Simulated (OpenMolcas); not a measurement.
Fe³⁺: Racah parameters, worked from levels

| Item | Value |
| --- | --- |
| Program | OpenMolcas 26.06 |
| Basis | ANO-RCC-VTZP [6s5p3d2f1g] |
| Scalar Hamiltonian | DKH2, point nucleus |
| Active space | 11 electrons in 8 orbitals (RAS1 3p, at most 2 holes; RAS2 3d) |
| State averaging | 2S+1 = 6 even, 1 root; 2S+1 = 4 even, 24 roots; 2S+1 = 2 even, 58 roots |
| Spin-orbit coupling | state interaction with AMFI integrals over the reference wave functions, term energies averaged over their components |

Methods: RASSCF; MS-RASPT2, IPEA 0.25 Eh, imaginary shift 0.1 Eh (closed shells correlated: 3s).

**Racah parameters.** Above 6S, d5 has 4D at 17B + 5C, 4G at 10B + 5C and 4P at 7B + 7C. The first two fix B and C, and the third tests them; where it misses by thousands of cm-1, two parameters do not describe the configuration (Trees and configuration-interaction terms are left out) and B and C hang on the terms chosen. Term energies are centres of gravity, weighted by 2J + 1.

```tsv
Source	4D	4G	B	C	C/B	4P from B, C	4P found
RASSCF	44953	37976	997	5602	5.62	46193	38855
MS-RASPT2	40346	33313	1005	4653	4.63	39606	36905
```

Energies in cm-1. From RASSCF to MS-RASPT2, B changes by +0.8 % and C by -16.9 %.

Term energies are means over components that CASPT2 splits; among the terms shown or strongly mixed into the levels shown the widest spread is 250 cm-1 (3d5 4G, MS-RASPT2). Active for correlation alone: 3p; no level in the range computed is led by a configuration that opens it, so any true level of that kind is missing. Without dynamic correlation excited terms often stand tens of per cent too high (terms of higher spin than the ground term too low), and those without a measured partner can miss by more than the paired ones (holds for RASSCF). Only configurations of the active space appear.
